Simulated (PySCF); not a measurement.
Job file and geometry (Å, from GFN2-xTB) of an NMR shielding run on `C=Cc1ncnnc1F`, C5H4FN3, PySCF, GIAO PBE0/pcSseg-1 NMR shielding, non-relativistic, gas phase; density fitting, a coarse starting grid and PySCF grid level 2 are the driver's defaults:

```
$ OMP_NUM_THREADS=1 python probes_run.py task.json out

{"job": {"kind": "nmr", "xc": "PBE0", "basis": "pcSseg-1"}, "charge": 0, "multiplicity": 1}
C      2.287305    -0.652961     0.149117
C      1.454592     0.324135    -0.196117
C      0.014364     0.195694    -0.077475
N     -0.531404    -0.923254     0.388055
C     -1.854829    -0.958481     0.462477
N     -2.680225     0.007838     0.118532
N     -2.176879     1.121162    -0.342337
C     -0.877526     1.230780    -0.444952
F     -0.409863     2.384981    -0.920844
H      3.353748    -0.546087     0.055897
H      1.907371    -1.584077     0.534181
H      1.809461     1.268223    -0.584603
H     -2.300505    -1.867467     0.840341
```

Problem. What does the program print?

Solution. 
```
coarse grid: 12184 points
cycle   1  E = -456.2839888149  dE =  1.801e+00  |g| = 6.046e-01  |ddm| = 3.681e+00
cycle   2  E = -456.1998396189  dE =  8.415e-02  |g| = 9.037e-01  |ddm| = 1.198e+00
cycle   3  E = -456.3532136987  dE = -1.534e-01  |g| = 1.107e-01  |ddm| = 7.653e-01
cycle   4  E = -456.3549698632  dE = -1.756e-03  |g| = 7.075e-02  |ddm| = 1.422e-01
cycle   5  E = -456.3562134025  dE = -1.244e-03  |g| = 1.164e-02  |ddm| = 6.828e-02
cycle   6  E = -456.3562302735  dE = -1.687e-05  |g| = 6.402e-03  |ddm| = 1.276e-02
cycle   7  E = -456.3562383088  dE = -8.035e-06  |g| = 1.872e-03  |ddm| = 5.820e-03
final grid: 122112 points
cycle   8  E = -456.4103868077  dE = -3.420e-05  |g| = 7.442e-03  |ddm| = 3.495e-02
cycle   9  E = -456.4103701663  dE =  1.664e-05  |g| = 1.157e-02  |ddm| = 1.635e-02
cycle  10  E = -456.4103986336  dE = -2.847e-05  |g| = 2.345e-03  |ddm| = 1.058e-02
cycle  11  E = -456.4103999438  dE = -1.310e-06  |g| = 5.123e-04  |ddm| = 2.365e-03
cycle  12  E = -456.4103999988  dE = -5.501e-08  |g| = 1.403e-04  |ddm| = 5.360e-04
cycle  13  E = -456.4104000021  dE = -3.233e-09  |g| = 3.761e-05  |ddm| = 1.198e-04
cycle  14  E = -456.4104000024  dE = -3.037e-10  |g| = 1.381e-05  |ddm| = 4.556e-05
converged SCF energy = -456.4104000024

GIAO shielding tensors (ppm)
atom      isotropic    diamagn.    paramagn.     s11        s22        s33       span
  0 C       47.050     253.528    -206.477    -76.513     38.425    179.238    255.750
  1 C       53.500     252.913    -199.413    -62.585     61.113    161.973    224.558
  2 C       39.893     258.586    -218.693    -39.788     12.782    146.685    186.473
  3 N      -57.978     332.207    -390.185   -338.429   -121.843    286.338    624.766
  4 C       25.291     250.871    -225.579    -85.848     32.997    128.725    214.573
  5 N     -169.228     322.497    -491.726   -552.528   -172.215    217.057    769.585
  6 N     -171.075     322.717    -493.792   -585.294   -150.250    222.320    807.614
  7 C       13.161     249.428    -236.267    -93.235     50.806     81.912    175.147
  8 F      270.830     475.071    -204.241    179.178    296.157    337.155    157.978
  9 H       25.150      27.817      -2.667     22.360     24.656     28.434      6.074
 10 H       23.731      31.069      -7.338     21.424     22.021     27.747      6.324
 11 H       24.486      30.882      -6.396     21.425     22.917     29.117      7.692
 12 H       21.868      28.902      -7.034     18.614     21.033     25.956      7.341
```

Problem. Turn these shieldings into chemical shifts. References, each an isolated molecule treated in the same way: 13C (σref 186.93), 1H (σref 31.72) against TMS; 15N (σref 267.73) against NH3; 19F (σref 170.95) against CFCl3.

Solution. Averaging equivalent atoms: C 7: 173.8; C 4: 161.6; C 2: 147.0; C 0: 139.9; C 1: 133.4; N 6: 438.8; N 5: 437.0; N 3: 325.7; F 8: -99.9; H 12: 9.85; H 10: 7.99; H 11: 7.23; H 9: 6.57 ppm. Unscaled 19F shifts against computed CFCl3 carry errors that often reach 10 to 50 ppm. Experimental scales use liquid or dissolved standards, which lie at an offset from isolated NH3 (liquid NH3: subtract about 20 ppm). Unscaled 15N shifts of sp2 nitrogen come out 20 to 40 ppm too high even then.

Size and cost of the density-fitted run: 173 basis functions, 30 s wall time on 1 thread of an Arm Neoverse V1, shared host; peak memory 0.72 GiB.
